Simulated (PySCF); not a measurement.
Mayer bond orders and bond lengths

C₇H₁₀N₂O.
Atom-mapped SMILES: `[CH2:1]=[CH:2][CH2:3][n:4]1[n:5][cH:6][cH:7][c:8]1[O:9][CH3:10]` (hydrogens: H11, H12 on C1; H13 on C2; H14, H15 on C3; H16 on C6; H17 on C7; H18, H19, H20 on C10)

Cartesian coordinates in Å at the GFN2-xTB level; atoms count from 1:
```xyz
20
C7H10N2O angstrom
C      3.056    0.478    0.919
C      2.281   -0.559    0.671
C      1.379   -0.673   -0.524
N      0.021   -0.931   -0.119
N     -0.404   -2.170    0.156
C     -1.653   -2.046    0.550
C     -2.063   -0.704    0.543
C     -0.947   -0.018    0.112
O     -0.681    1.290   -0.118
C     -1.765    2.167    0.088
H      3.692    0.521    1.787
H      3.093    1.328    0.257
H      2.240   -1.405    1.344
H      1.697   -1.516   -1.146
H      1.394    0.250   -1.109
H     -2.222   -2.911    0.823
H     -3.023   -0.314    0.811
H     -2.604    1.921   -0.569
H     -1.395    3.163   -0.149
H     -2.103    2.140    1.128
```

Bond orders from the PBE0/pcSseg-1 density (PySCF). One conformer (not necessarily the lowest) at the GFN2-xTB geometry, without solvent, vibrations or thermal averaging.

Problem. Where do the orders between heavy atoms depart from those drawn in the SMILES?

Solution. The largest departure is 0.420, at C8–N4 (drawn aromatic, 1.080), counting aromatic bonds as 1.5. The bonds drawn aromatic range from 1.08 to 1.57.

Problem. Set the Mayer orders of the bonds beside their lengths.

Solution. 
```tsv
bond	drawn as	length (Å)	Mayer order
C1–C2	double	1.318	1.980
C2–C3	single	1.502	1.035
C3–N4	single	1.441	0.911
N4–N5	aromatic	1.338	1.160
N5–C6	aromatic	1.315	1.566
C6–C7	aromatic	1.403	1.307
C7–C8	aromatic	1.380	1.414
C8–O9	single	1.354	1.023
O9–C10	single	1.410	0.901
C8–N4	aromatic	1.351	1.080
C1–H11	single	1.077	0.953
C1–H12	single	1.078	0.954
C2–H13	single	1.082	0.955
C3–H14	single	1.095	0.930
C3–H15	single	1.092	0.942
C6–H16	single	1.072	0.979
C7–H17	single	1.070	0.973
C10–H18	single	1.094	0.956
C10–H19	single	1.088	0.971
C10–H20	single	1.094	0.956
```

By pair of heavy elements: C–C: lowest C2–C3 (1.035, 1.502 Å), highest C1–C2 (1.980, 1.318 Å). C–N: lowest C3–N4 (0.911, 1.441 Å), highest N5–C6 (1.566, 1.315 Å). C–O: lowest O9–C10 (0.901, 1.410 Å), highest C8–O9 (1.023, 1.354 Å).

Problem. Sum the orders of all bonds at each heavy atom with more than one neighbour and set the sums beside the valence in the SMILES.

Solution. C1 3.887 (drawn 4), C2 3.970 (drawn 4), C3 3.818 (drawn 4), N4 3.151 (drawn 3), N5 2.726 (drawn 3), C6 3.852 (drawn 4), C7 3.694 (drawn 4), C8 3.517 (drawn 4), O9 1.924 (drawn 2), C10 3.784 (drawn 4). Orders between atoms that aren't bonded are not in these sums.

For a closed shell the Mayer order of atoms A and B is Σ (PS)μν (PS)νμ over the basis functions μ on A and ν on B, with P the density and S the overlap matrix.
